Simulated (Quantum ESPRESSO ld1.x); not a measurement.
Values are calculated unless marked as measured or tabulated.
The tin ion Sn4+, 46 electrons, occupied as [Kr] 4d10.

Level of theory: Dirac Kohn-Sham, BLYP, spin-unpolarised, spherical densities, point nucleus (ld1.x of Quantum ESPRESSO 7.5).

Energy parts (hartree):
| part | energy |
|---|---|
| total | -6176.21 |
| kinetic | 6503.89 |
| electron-nucleus | -14919.74 |
| Hartree | 2404.39 |
| exchange-correlation | -164.74 |

Orbitals (lengths in bohr, moments of r in powers of bohr; <r^-3> diverges for s and p1/2):
orbital  occ.  eigenvalue (hartree)      <r>  <r^-3>
1s1/2       2            -1067.3079  0.02905       -
2s1/2       2             -162.4071   0.1251       -
2p1/2       2             -151.8184   0.1058       -
2p3/2       4             -143.3377   0.1112    4303
3s1/2       2              -32.5945   0.3391       -
3p1/2       2              -28.2930   0.3299       -
3p3/2       4              -26.7447   0.3411   800.7
3d3/2       4              -19.1380   0.3125   125.8
3d5/2       6              -18.8184   0.3161   117.4
4s1/2       2               -6.4689   0.8174       -
4p1/2       2               -5.0366   0.8633       -
4p3/2       4               -4.7562   0.8925   145.0
4d3/2       4               -2.5046    1.064   16.02
4d5/2       6               -2.4649    1.077   14.80
5s1/2       0               -1.7172    2.046       -
5p1/2       0               -1.3786    2.302       -
5p3/2       0               -1.3410    2.362   19.67

The highest occupied level is 4d5/2 at -67.073 eV. For comparison, the ionisation energy in NIST's Atomic Spectra Database is 77.03 eV (measured). In exact Kohn-Sham theory the highest level is minus the ionisation energy, but local and semilocal functionals leave it too shallow, through self-interaction and a potential that decays too fast; potentials with the right tail come closer. Summed over all electrons, <r^2> = 22.72 bohr^2, which gives a Langevin (diamagnetic) susceptibility term of -18 x 10^-6 cm^3/mol.
